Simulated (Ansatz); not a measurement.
Reaction (redistribution): `C[N](C)[Zr]([Cl])([N](C)C)[N](C)C` + `[F][Mg][SH]` → `C[N](C)[Zr]([F])([N](C)C)[N](C)C` + `[SH][Mg][Cl]`

Calculated with Ansatz (gas phase, PBE0-D4/def2-TZVP geometries, no zero-point term in ΔE). CCSD(T)/CBS is the MP2 limit (def2-TZVPP, def2-QZVPP) plus CCSD(T) − MP2 in def2-TZVPP, frozen cores. Functionals use def2-TZVPP. B3LYP here is the variant with VWN-RPA as its local correlation; programs differ in this. Elements past krypton have def2 core potentials. For Mg, Zr outer-core shells are correlated without core-valence functions, which leaves a few kJ/mol of doubt a bond. One conformer a species, not always the lowest.

`C[N](C)[Zr]([Cl])([N](C)C)[N](C)C`:

```xyz
29

C    -1.100    1.462   -2.324
N    -1.245    0.386   -1.371
C    -2.186   -0.617   -1.789
Zr   -0.169    0.661    0.320
Cl   -0.711    2.779    1.348
N    -0.572   -0.873    1.576
C    -1.935   -0.877    2.053
C     0.234   -1.912    2.157
N     1.794    0.580   -0.163
C     2.502    0.404   -1.401
C     2.666    0.833    0.960
H    -0.721    1.103   -3.292
H    -0.391    2.219   -1.960
H    -2.051    1.982   -2.506
H    -2.266   -1.403   -1.034
H    -3.188   -0.194   -1.949
H    -1.878   -1.090   -2.733
H    -2.513   -0.057    1.604
H    -2.455   -1.813    1.800
H    -1.991   -0.744    3.142
H    -0.165   -2.910    1.923
H     0.277   -1.829    3.253
H     1.255   -1.864    1.773
H     3.190   -0.453   -1.354
H     3.104    1.289   -1.655
H     1.802    0.224   -2.219
H     3.352   -0.007    1.144
H     2.088    0.984    1.883
H     3.272    1.738    0.816
```

`[F][Mg][SH]`:

Cartesian coordinates in Å:
```
F 0.339 2.420 -0.481
Mg 0.317 0.718 -0.079
S 0.317 -1.495 0.454
H -0.973 -1.643 0.106
```

`C[N](C)[Zr]([F])([N](C)C)[N](C)C`:

Z-matrix (Å, degrees):
```
Zr
F 1 1.951
N 1 2.034 2 111.6
N 1 2.034 2 111.6 3 120.0
C 1 3.185 2 122.6 3 138.2
C 1 2.944 2 93.0 3 -19.4
N 1 2.034 2 111.6 3 -119.9
C 1 2.945 2 93.1 3 -139.3
C 1 3.186 2 122.6 3 18.1
C 1 2.946 2 93.0 3 100.7
C 1 3.185 2 122.6 3 -101.8
H 5 1.100 1 124.2 2 -131.0
H 5 1.101 1 121.9 2 16.3
H 5 1.092 1 82.3 2 122.7
H 6 1.100 1 124.3 2 52.9
H 6 1.100 1 126.3 2 -143.9
H 6 1.099 1 72.2 2 -45.7
H 8 1.099 1 72.3 2 -45.8
H 8 1.100 1 124.3 2 52.9
H 8 1.100 1 126.4 2 -144.0
H 9 1.101 1 121.9 2 16.0
H 9 1.100 1 124.2 2 -131.2
H 9 1.092 1 82.3 2 122.5
H 10 1.100 1 124.3 2 53.1
H 10 1.099 1 72.3 2 -45.5
H 10 1.100 1 126.4 2 -143.8
H 11 1.101 1 121.9 2 16.0
H 11 1.092 1 82.3 2 122.5
H 11 1.100 1 124.2 2 -131.3
```

`[SH][Mg][Cl]`:

```xyz
4

S    -0.156    1.499    0.786
Mg   -0.142   -0.302   -0.606
Cl   -0.142   -2.009   -1.957
H     0.440    0.812    1.777
```

```
             level  ΔE (kJ/mol)  difference from CCSD(T)/CBS
       LDA (SPW92)        -16.5                         -5.3
         r2SCAN-D4        -19.2                         -8.0
           PBE0-D4        -17.6                         -6.4
          B3LYP-D4        -16.3                         -5.1
      CAM-B3LYP-D4        -20.6                         -9.4
           ωB97X-V        -22.1                        -10.9
            B2PLYP        -17.0                         -5.8
               PBE        -22.4                        -11.2
             B3LYP        -24.9                        -13.7
RPA@PBE/def2-TZVPP        -12.9                         -1.7
    MP2/def2-TZVPP         -3.0                          8.2
SCS-MP2/def2-TZVPP         -8.9                          2.3
   CCSD/def2-TZVPP        -15.7                         -4.5
CCSD(T)/def2-TZVPP        -11.8                         -0.6
     HF/def2-QZVPP        -30.9                        -19.7
SCS-MP2/def2-QZVPP         -7.8                          3.4
       CCSD(T)/CBS        -11.2                            0
```

Largest T1 diagnostic among the species: 0.015.

Leaving LDA and LC-ωPBE aside and taking each functional with its dispersion term where it has one, the values, not all of them listed here, spread over 7.5 kJ/mol, from ωB97X-V to PBE-QIDH. LDA lies +5.9 kJ/mol from PBE without D4. In def2-TZVPP, CCSD(T) changes the Hartree–Fock value by +21.7 kJ/mol (the triples alone add +4.0 kJ/mol) and MP2 by +30.5 kJ/mol.
